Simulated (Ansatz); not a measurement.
A run for Ansatz (a program for electronic structure): FCI/cc-pVDZ on GeH2 (SMILES [GeH2]), 2S+1 = 1, a spin state set in the input, which need not be the lowest. The run froze 14 orbitals, filled d shells among them.

Ansatz 0.2 input:
```yaml
crystal:
  periodic: [false, false, false]
  atoms:
    - {symbol: Ge, position_ang: [-0.00022165, 0.06614171, 0.00000000]}
    - {symbol: H, position_ang: [-1.13376408, -1.06207864, 0.00000000]}
    - {symbol: H, position_ang: [1.14085687, -1.05445609, 0.00000000]}
basis:
  gaussian:
    orbitals: cc-pVDZ
magnetization: {spin_polarized: false}
correlation: {method: fci, electrons: outside_noble_gas}
```

The log:

```
WARN ansatz: RAYON_NUM_THREADS=1 ignored (pool sized by the plan → 1); use --threads N
Functional definition: HF
integrals: 0.01 GiB planned
716 factors; integrals over basis functions are off by at most 1.4e-7 eV
mean field: 0.11 GiB planned
mean field evaluation 1: about -56502.6228 eV, gradient 6.8e0 eV
mean field evaluation 2: about -56502.6319 eV, gradient 6.8e0 eV
mean field evaluation 4: about -56502.9050 eV, gradient 4.9e-1 eV
mean field evaluation 8: about -56502.9072 eV, gradient 1.6e-4 eV
mean field -56502.90716182 eV, -2076.4435391509 hartree, gradient 2.0e-6 eV, S^2 0.000000; 0 other end points of the search recorded, 0 dependent functions left out; unrestricted orbitals would lower it
14 core orbitals not correlated
reference -56502.90716182 eV, -2076.4435391509 hartree; 3, 3 occupied and 20, 20 virtual orbitals, 716 factors
configuration interaction: 0.28 GiB planned
state -56505.97565086 eV, -2076.5563040432 hartree
Total energy: -56505.97565086 eV, -2076.5563040432 hartree
```

The calculation finished and met its thresholds.

Cost: roughly 4 core-seconds.
